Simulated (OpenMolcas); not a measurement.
What dynamic correlation does to the levels of N+

```json
{"Program": "OpenMolcas 26.06", "Basis": "ANO-RCC-VTZP [4s3p2d1f]", "Scalar Hamiltonian": "DKH2, point nucleus", "Active space": "4 electrons in 9 orbitals (RAS2 2s 2p; RAS3 3d, at most 2 electrons)", "State averaging": "2S+1 = 3 even, 6 roots; 2S+1 = 1 even, 11 roots; 2S+1 = 5 odd, 1 root; 2S+1 = 3 odd, 9 roots; 2S+1 = 1 odd, 8 roots", "Spin-orbit coupling": "state interaction with AMFI integrals over the reference wave functions, term energies averaged over their components"}
```

Methods on the same reference wave functions:
A. RASSCF
B. SS-RASPT2, IPEA 0.25 Eh, imaginary shift 0.1 Eh (closed shells correlated: 1s)
C. MS-RASPT2, IPEA 0.25 Eh, imaginary shift 0.1 Eh (closed shells correlated: 1s)
D. XMS-RASPT2, IPEA 0.25 Eh, imaginary shift 0.1 Eh (closed shells correlated: 1s)

Energies in cm⁻¹ above 2s² 2p² ³P₀, the measured ground level; measured values from NIST Handbook of Basic Atomic Spectroscopic Data.

| Level | A | B | C | D | Measured |
| --- | --- | --- | --- | --- | --- |
| 2s² 2p² ³P₀ | 0.0 | 0.0 | 0.0 | 0.0 | 0.0 |
| 2s² 2p² ³P₁ | 43.5 | 43.6 | 43.7 | 43.7 | 48.7 |
| 2s² 2p² ³P₂ | 130 | 130 | 130 | 130 | 131 |
| 2s² 2p² ¹D₂ | 17533 | 15910 | 15900 | 15930 | 15316 |
| 2s² 2p² ¹S₀ | 36554 | 33440 | 33450 | 33950 | 32689 |
| 2s 2p³ ⁵S°₂ | 42855 | 45150 | 45160 | 45710 | 46785 |
| 2s 2p³ ³D°₁ | 93921 | 91900 | 91900 | 92400 | 92251 |
| 2s 2p³ ³D°₂ | 93922 | 91900 | 91900 | 92400 | 92250 |
| 2s 2p³ ³D°₃ | 93923 | 91900 | 91900 | 92400 | 92236 |
| 2s 2p³ ³P°₀ | 113911 | 109710 | 109720 | 110170 | 109223 |
| 2s 2p³ ³P°₁ | 113911 | 109710 | 109720 | 110170 | 109216 |
| 2s 2p³ ³P°₂ | 113911 | 109710 | 109720 | 110170 | 109217 |
| 2s 2p³ ¹D°₂ | 150210 | 145350 | 145360 | 145890 | 144188 |
| 2s 2p³ ³S°₁ | 161036 | 156850 | 156860 | 157420 | 155127 |
| 2s 2p³ ¹P°₁ | 173075 | 165780 | 165790 | 166220 | 166766 |

Deviations, from unrounded energies. A percentage is the sum of absolute deviations over the sum of measured energies, with the sign that they share, or ± where signs differ.

| Against measurement | Levels | A | B | C | D |
| --- | --- | --- | --- | --- | --- |
| mean absolute deviation (cm-1) | 14 | 3400 | 670 | 670 | 770 |
| fine structure of the ground term (%) | 2 | -3.5 | -3.5 | -3.2 | -3.2 |
| other terms of the ground configuration (%) | 2 | +12.7 | +2.8 | +2.8 | +3.9 |
| other configurations (%) | 10 | ±3.7 | ±0.7 | ±0.7 | ±0.8 |

B, C lie about equally close to measurement and A furthest from it. The largest miss of B in the table is 2s 2p³ ³S°₁, by +1700 cm-1. The ranking rests on the paired levels alone, and a cruder setting can come out closer through cancelling errors.

Among B to D the level of the table that moves most is 2s 2p³ ³S°₁, by 570 cm-1 (lowest in B, highest in D). Moves below CASPT2's spread within the term are not significant.

The two smallest mean deviations differ by little beside CASPT2's spread within terms, so their order carries little weight.

From A to B the spin-free energies of the other terms of 2s² 2p² shown, above ³P, scale by a factor of 0.91.

The lowest spin-free term lies below A's lowest term by 0.035 hartree in B, 0.035 hartree in C, 0.037 hartree in D.

Term energies are means over components that CASPT2 splits; among the terms shown or strongly mixed into the levels shown the widest spread is 90 cm-1 (2s 2p³ ¹D°, D). Active for correlation alone: 3d; no level in the range computed is led by a configuration that fills it, so any true level of that kind is missing. Without dynamic correlation excited terms often stand tens of per cent too high (terms of higher spin than the ground term too low), and those without a measured partner can miss by more than the paired ones (holds for A). Measured partners are found by configuration, term and J. A level has none where our copy of the source lacks it or the pairing is in doubt (some pairs that miss far off the trend of their configuration count as doubtful), and it then counts in no deviation. Levels of configurations outside the active space are missing. The table leaves out levels that lie high or whose names do not pair safely across all columns.

° marks odd parity.
